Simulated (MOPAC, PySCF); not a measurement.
C3H4Si, SMILES `C#C[Si]C` (lower singlet), neutral singlet in the gas phase. This singlet lies 1.14 eV below the relaxed triplet at the level B3LYP-D3(BJ)/def2-TZVP (PySCF).

Cartesian coordinates (Å):
SMILES: C([Si]C)#C
```xyz
8

C      2.3323    -0.0205    -0.7168
C      1.2982    -0.3231    -0.1590
Si    -0.1418    -0.9270     0.8250
C     -1.4870     0.0931    -0.0537
H      3.2359     0.2492    -1.2101
H     -1.2598     1.1617     0.0228
H     -2.4783    -0.0900     0.3617
H     -1.4994    -0.1434    -1.1231
```
Charge 0, multiplicity 1.

All levels are single points at this geometry (B3LYP-D3(BJ)/def2-TZVP); Pople sets use spherical d functions. Orbital energies aren't observables, and empty levels follow the basis.

M06-2X/6-31G* in PySCF gives dipole (D) = 1.32.

Estimate the dipole (D) from each of these levels: B3LYP-D3(BJ)/def2-TZVP in PySCF; PBE-D3(BJ)/def2-TZVP in PySCF; B3LYP/3-21G in PySCF; B3LYP/6-31G* in PySCF; BP86/6-31G* in PySCF; SVWN5/6-31G* in PySCF; HF/STO-3G in PySCF; PM7 in MOPAC.


```tsv
level	dipole (D)
B3LYP-D3(BJ)/def2-TZVP in PySCF	1.16
PBE-D3(BJ)/def2-TZVP in PySCF	1.29
B3LYP/3-21G in PySCF	1.55
B3LYP/6-31G* in PySCF	1.50
BP86/6-31G* in PySCF	1.63
SVWN5/6-31G* in PySCF	1.70
HF/STO-3G in PySCF	0.48
PM7 in MOPAC	2.10
```
